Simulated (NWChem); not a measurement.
Ionisation of dimethyl selenide (C₂H₆Se)

```xyz
9

C     -1.4564     0.0000     0.8124
Se     0.0000     0.0000    -0.4703
C      1.4564     0.0000     0.8124
H     -1.4246     0.9007     1.4415
H     -2.3925     0.0000     0.2375
H     -1.4246    -0.9007     1.4415
H      1.4246     0.9007     1.4415
H      2.3925     0.0000     0.2375
H      1.4246    -0.9007     1.4415
```
Charge 0, spin multiplicity 1.

Program: NWChem. Structure: optimised with PBE0/def2-SVP, a minimum by its harmonic frequencies.

Basis set: def2-TZVP. The species with one electron less has spin multiplicity 2 and keeps the geometry of the parent. Δ marks differences of total energies (open shells unrestricted). −ε marks an orbital energy of the parent. That orbital need not have the symmetry of the hole or added electron in the Δ rows.

The Hamiltonian is non-relativistic. B3LYP has NWChem's definition, with VWN1-RPA local correlation. No SCF solution was tested for a lower state.

Task: Order these methods by the first vertical ionisation energy they give, lowest first: −ε(HOMO) of HF, −ε(HOMO) of B3LYP, −ε(HOMO) of PBE, −ε(HOMO) of PBE0, −ε(HOMO) of r2SCAN, ΔB3LYP.

Result: −ε(HOMO) of PBE (4.86 eV), −ε(HOMO) of r2SCAN (5.09 eV), −ε(HOMO) of B3LYP (5.80 eV), −ε(HOMO) of PBE0 (6.01 eV), ΔB3LYP (8.33 eV), −ε(HOMO) of HF (8.61 eV)
